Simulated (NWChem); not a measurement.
Molecule: iodine monochloride (ICl); SMILES ICl

Computed with NWChem. The level has its own optimisation; frequencies are unscaled.

What does the run give for Hartree-Fock/3-21G (all-electron, non-relativistic)? Quantities: r Cl–I (Å); highest harmonic frequency (cm⁻¹); zero-point energy (kcal/mol).

The r Cl–I (Å) is 2.492 and the highest harmonic frequency (cm⁻¹) comes out as 360. The zero-point energy (kcal/mol) is 0.5.
